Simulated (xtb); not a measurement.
xtb input file for Al(OH)4 (AlH4O4), SMILES [OH][Al-]([OH])([OH])[OH], charge -1, GFN2-xTB. 

```
$ xtb mol.xyz --gfn 2 --sp --chrg -1 --uhf 0 --json
$ cat mol.xyz
9

Al     0.00000000     0.00000000     0.00000000
O     -0.00170687     1.46649958    -0.95357672
H     -0.80140208     1.72110421    -1.39255475
O      1.46649953     0.00170688     0.95357677
H      1.72110416     0.80140210     1.39255480
O     -1.46649959    -0.00170691     0.95357670
H     -1.72110423    -0.80140213     1.39255469
O      0.00170692    -1.46649955    -0.95357676
H      0.80140215    -1.72110418    -1.39255474
```

Program output:

```
[banner left out]
          |                Calculation Setup                |
           -------------------------------------------------



           -------------------------------------------------
          |                 G F N 2 - x T B                 |
           -------------------------------------------------

        Reference                      10.1021/acs.jctc.8b01176
      * Hamiltonian:
        H0-scaling (s, p, d)           1.850000    2.230000    2.230000
        zeta-weighting                 0.500000
      * Dispersion:
        s8                             2.700000
        a1                             0.520000
        a2                             5.000000
        s9                             5.000000
      * Repulsion:
        kExp                           1.500000    1.000000
        rExp                           1.000000
      * Coulomb:
        alpha                          2.000000
        third order                    shell-resolved
        anisotropic                    true
        a3                             3.000000
        a5                             4.000000
        cn-shift                       1.200000
        cn-exp                         4.000000
        max-rad                        5.000000


          ...................................................
          :                      SETUP                      :
          :.................................................:
          :  # basis functions                  30          :
          :  # atomic orbitals                  29          :
          :  # shells                           15          :
          :  # electrons                        32          :
          :  max. iterations                   250          :
          :  Hamiltonian                  GFN2-xTB          :
          :  restarted?                      false          :
          :  GBSA solvation                  false          :
          :  PC potential                    false          :
          :  electronic temp.          300.0000000     K    :
          :  accuracy                    1.0000000          :
          :  -> integral cutoff          0.2500000E+02      :
          :  -> integral neglect         0.1000000E-07      :
          :  -> SCF convergence          0.1000000E-05 Eh   :
          :  -> wf. convergence          0.1000000E-03 e    :
          :  Broyden damping             0.4000000          :
          :  net charge                         -1          :
          :  unpaired electrons                  0          :
          ...................................................

 iter      E             dE          RMSdq      gap      omega  full diag
   1    -19.8708330 -0.198708E+02  0.724E+00   11.06       0.0  T
   2    -19.8967867 -0.259537E-01  0.389E+00   10.44       1.0  T
   3    -19.9012577 -0.447102E-02  0.117E+00    9.07       1.0  T
   4    -19.9082407 -0.698300E-02  0.590E-01    9.39       1.0  T
   5    -19.9084533 -0.212550E-03  0.199E-01    9.70       1.0  T
   6    -19.9088400 -0.386712E-03  0.856E-02    9.55       1.0  T
   7    -19.9088942 -0.542565E-04  0.117E-02    9.59       2.8  T
   8    -19.9088956 -0.134572E-05  0.299E-03    9.59      11.2  T
   9    -19.9088956 -0.264753E-07  0.161E-03    9.59      20.7  T
  10    -19.9088956 -0.249652E-07  0.412E-04    9.59      80.9  T
  11    -19.9088956 -0.156559E-08  0.114E-04    9.59     292.5  T

   *** convergence criteria satisfied after 11 iterations ***

         #    Occupation            Energy/Eh            Energy/eV
      -------------------------------------------------------------
         1        2.0000           -0.4513321             -12.2814
       ...           ...                  ...                  ...
        10        2.0000           -0.2363757              -6.4321
        11        2.0000           -0.2343083              -6.3759
        12        2.0000           -0.2211059              -6.0166
        13        2.0000           -0.2211059              -6.0166
        14        2.0000           -0.2190278              -5.9601
        15        2.0000           -0.2101772              -5.7192
        16        2.0000           -0.2101772              -5.7192 (HOMO)
        17                          0.1423660               3.8740 (LUMO)
        18                          0.2438202               6.6347
        19                          0.2516334               6.8473
        20                          0.2516334               6.8473
        21                          0.3614814               9.8364
       ...                                ...                  ...
        29                          1.1251486              30.6169
      -------------------------------------------------------------
                  HL-Gap            0.3525431 Eh            9.5932 eV
             Fermi-level           -0.0339056 Eh           -0.9226 eV

 SCC (total)                   0 d,  0 h,  0 min,  0.008 sec
 SCC setup                      ...        0 min,  0.000 sec (  1.874%)
 Dispersion                     ...        0 min,  0.000 sec (  0.787%)
 classical contributions        ...        0 min,  0.000 sec (  0.359%)
 integral evaluation            ...        0 min,  0.001 sec ( 16.626%)
 iterations                     ...        0 min,  0.005 sec ( 57.254%)
 molecular gradient             ...        0 min,  0.002 sec ( 21.104%)
 printout                       ...        0 min,  0.000 sec (  1.804%)

         :::::::::::::::::::::::::::::::::::::::::::::::::::::
         ::                     SUMMARY                     ::
         :::::::::::::::::::::::::::::::::::::::::::::::::::::
         :: total energy             -19.801655602127 Eh    ::
         :: gradient norm              0.000030601433 Eh/a0 ::
         :: HOMO-LUMO gap              9.593186479164 eV    ::
         ::.................................................::
         :: SCC energy               -19.908889811953 Eh    ::
         :: -> isotropic ES            0.321054373265 Eh    ::
         :: -> anisotropic ES         -0.003113026544 Eh    ::
         :: -> anisotropic XC         -0.001050706789 Eh    ::
         :: -> dispersion             -0.004215288612 Eh    ::
         :: repulsion energy           0.107234209826 Eh    ::
         :: add. restraining           0.000000000000 Eh    ::
         :: total charge              -1.000000000000 e     ::
         :::::::::::::::::::::::::::::::::::::::::::::::::::::

           -------------------------------------------------
          |                Property Printout                |
           -------------------------------------------------

    * Orbital Energies and Occupations

         #    Occupation            Energy/Eh            Energy/eV
      -------------------------------------------------------------
         1        2.0000           -0.4513321             -12.2814
       ...           ...                  ...                  ...
         4        2.0000           -0.4452117             -12.1148
         5        2.0000           -0.3478684              -9.4660
         6        2.0000           -0.3257378              -8.8638
         7        2.0000           -0.3178999              -8.6505
         8        2.0000           -0.3178999              -8.6505
         9        2.0000           -0.2575243              -7.0076
        10        2.0000           -0.2363757              -6.4321
        11        2.0000           -0.2343083              -6.3759
        12        2.0000           -0.2211059              -6.0166
        13        2.0000           -0.2211059              -6.0166
        14        2.0000           -0.2190278              -5.9601
        15        2.0000           -0.2101772              -5.7192
        16        2.0000           -0.2101772              -5.7192 (HOMO)
        17                          0.1423660               3.8740 (LUMO)
        18                          0.2438202               6.6347
        19                          0.2516334               6.8473
        20                          0.2516334               6.8473
        21                          0.3614814               9.8364
        22                          0.3710842              10.0977
        23                          0.3710842              10.0977
        24                          0.4139832              11.2651
        25                          0.4201544              11.4330
        26                          0.5463681              14.8674
        27                          0.9868757              26.8543
       ...                                ...                  ...
        29                          1.1251486              30.6169
      -------------------------------------------------------------
                  HL-Gap            0.3525431 Eh            9.5932 eV
             Fermi-level           -0.0339056 Eh           -0.9226 eV

     #   Z          covCN         q      C6AA      α(0)
     1  13 Al       2.970     0.418    92.301    19.579
     2   8 O        1.540    -0.594    25.104     6.759
     3   1 H        0.816     0.239     0.933     1.516
     4   8 O        1.540    -0.594    25.104     6.759
     5   1 H        0.816     0.239     0.933     1.516
     6   8 O        1.540    -0.594    25.104     6.759
     7   1 H        0.816     0.239     0.933     1.516
     8   8 O        1.540    -0.594    25.104     6.759
     9   1 H        0.816     0.239     0.933     1.516

 Mol. C6AA /au·bohr⁶  :       1079.315886
 Mol. C8AA /au·bohr⁸  :      37199.224139
 Mol. α(0) /au        :         52.679656


Wiberg/Mayer (AO) data.
largest (>0.10) Wiberg bond orders for each atom

 ---------------------------------------------------------------------------
     #   Z sym  total        # sym  WBO       # sym  WBO       # sym  WBO
 ---------------------------------------------------------------------------
     1  13 Al   4.101 --     4 O    1.003     8 O    1.003     6 O    1.003
                             2 O    1.003
     2   8 O    2.015 --     1 Al   1.003     3 H    0.914
     3   1 H    0.943 --     2 O    0.914
     4   8 O    2.015 --     1 Al   1.003     5 H    0.914
     5   1 H    0.943 --     4 O    0.914
     6   8 O    2.015 --     1 Al   1.003     7 H    0.914
     7   1 H    0.943 --     6 O    0.914
     8   8 O    2.015 --     1 Al   1.003     9 H    0.914
     9   1 H    0.943 --     8 O    0.914
 ---------------------------------------------------------------------------

Topologies differ in total number of bonds
Writing topology from bond orders to xtbtopo.mol

molecular dipole:
                 x           y           z       tot (Debye)
 q only:        0.000      -0.000       0.000
   full:        0.000      -0.000       0.000       0.000
molecular quadrupole (traceless):
                xx          xy          yy          xz          yz          zz
 q only:       -0.938       0.000      -0.938       0.000      -0.000       1.877
  q+dip:       -1.165      -0.000      -1.165       0.000      -0.000       2.330
   full:       -1.117      -0.000      -1.117       0.000      -0.000       2.233


           -------------------------------------------------
          | TOTAL ENERGY              -19.801655602127 Eh   |
          | GRADIENT NORM               0.000030601433 Eh/α |
          | HOMO-LUMO GAP               9.593186479164 eV   |
           -------------------------------------------------

------------------------------------------------------------------------
------------------------------------------------------------------------
 total:
Note: The following floating-point exceptions are signalling: IEEE_UNDERFLOW_FLAG IEEE_DENORMAL
normal termination of xtb
 SCF:
```

The run converged.
